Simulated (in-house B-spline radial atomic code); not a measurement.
## Ionising I⁷⁺ with different functionals

Computed with an all-electron radial atomic-structure program (B-spline basis): four-component Dirac-Coulomb Hamiltonian, Fermi nucleus of rms radius 4.75 fm, spin-restricted, spherical fractional occupations for the functionals. The ionisation energy is the difference of two self-consistent energies, [Kr] 4d10 → [Kr] 4d9, without Breit or QED terms; ε is the level of the shell that loses the electron (mean over j). The electron is taken from both j subshells in proportion to 2j + 1, so the result is a j average, not the step between ground levels.

Hybrids are left out here: with spherical fractional occupations of an open shell their exact exchange keeps a self-interaction that integer-occupation calculations don't have.

| method | rung | ΔSCF (eV) | -ε(4d) (eV) |
| --- | --- | --- | --- |
| LDA VWN5 | LDA | ? | ? |
| relativistic LDA | LDA | 151.54 | 139.93 |
| LDA PW92 | LDA | 151.53 | 139.92 |
| LDA exchange-only | LDA | 149.47 | 137.87 |
| PBE | GGA | 151.39 | 139.76 |
| PBEsol | GGA | 151.33 | 139.70 |
| BLYP | GGA | 151.15 | 139.53 |
| RPBE | GGA | 151.34 | 139.71 |
| PW91 | GGA | 151.49 | 139.86 |
| BP86 | GGA | ? | ? |
| AM05 | GGA | 151.33 | 139.71 |
| OLYP | GGA | 152.00 | 140.34 |

What does LDA VWN5 give?

ΔSCF 151.54 eV, and -ε(4d) = 139.93 eV.

What does BP86 give?

ΔSCF 151.44 eV, and -ε(4d) = 139.81 eV.

How do they compare with the NIST value?

NIST lists 150.8 eV ± 0.1 (measured, ground level to ground level). Errors run from -1.34 to +1.19 eV; BLYP is closest (+0.34 eV), but part of that can be cancellation, since the calculations leave out Breit-QED terms, spin polarisation, the choice among j levels, multiplet and fine-structure energies.
